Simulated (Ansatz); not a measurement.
Cd6Te6H18. Total charge 0; singlet. Geometry PBE-D4/def2-SVP; atoms count from 1.

```xyz
30

Te    1.6624   -1.4164    3.4238
Cd   -1.2004   -1.2875    3.1793
Cd    0.1846    3.4416    0.8680
Te   -1.7269    1.3484    1.3333
Te   -1.5383   -3.4956    1.3677
Cd   -3.0623    1.3336   -1.2087
Cd    3.3144   -1.0067    1.1055
Te    1.9863    1.5797   -0.3724
Te    2.3912   -3.2485   -0.4415
Cd   -0.3640   -3.3870   -1.2556
Cd    0.9262    1.5861   -3.0417
Te   -1.0386   -0.3781   -2.3135
H     1.3817    2.3197    3.3469
H     1.8835    0.1024    4.1089
H    -2.3194   -0.7134    4.3405
H     1.4077    3.0748    3.5010
H     0.2264    5.1056    1.1862
H    -2.8557    2.2552    2.1857
H    -3.1173   -3.1501    0.9074
H    -4.0921   -1.2569   -0.1947
H    -4.7444   -0.9434   -0.4607
H    -4.4711    2.0534   -1.8161
H     4.8565   -0.2660    1.0453
H     3.2665    2.6371   -0.6295
H     3.0239   -2.7571   -1.9190
H     2.6216   -0.8386   -3.2954
H    -0.9894   -4.0499   -2.7046
H     1.3004    2.4204   -4.4685
H     2.8076   -0.4662   -3.9445
H    -1.7211   -0.5965   -3.8332
```

In the def2 sets Cd, Te take a core potential; there is no spin–orbit coupling. Single mean-field runs in def2-TZVP are fitted with def2-universal-jkfit. In the singlet geometry the species has come apart into loosely held pieces. In the singlet, H20 and H21 lie 0.77 Å apart, H26 and H29 lie 0.77 Å apart, H13 and H16 lie 0.77 Å apart (atoms count from 1), so H2 has formed as a molecule.

Q: Estimate the Mulliken populations of the heavy atoms from the PBE0/def2-TZVP orbitals of Ansatz.

A: 
```tsv
atom	charge (e)	d electrons
Te1	-0.38	–
Cd2	0.42	9.98
Cd3	0.41	9.97
Te4	-0.41	–
Te5	-0.38	–
Cd6	0.41	9.97
Cd7	0.42	9.98
Te8	-0.41	–
Te9	-0.38	–
Cd10	0.42	9.98
Cd11	0.41	9.97
Te12	-0.41	–
```
Mulliken values depend strongly on the basis.

Q: And the Mayer bond orders between heavy atoms (over 0.3)?

A: Te1–Cd2 0.56 (2.88 Å); Te1–Cd7 0.56 (2.88 Å); Cd2–Te5 0.56 (2.88 Å); Cd3–Te4 0.53 (2.87 Å); Cd3–Te8 0.53 (2.87 Å); Te4–Cd6 0.53 (2.87 Å); Te5–Cd10 0.56 (2.88 Å); Cd6–Te12 0.53 (2.87 Å); Cd7–Te9 0.56 (2.88 Å); Te8–Cd11 0.53 (2.87 Å); Te9–Cd10 0.56 (2.88 Å); Cd11–Te12 0.53 (2.87 Å).
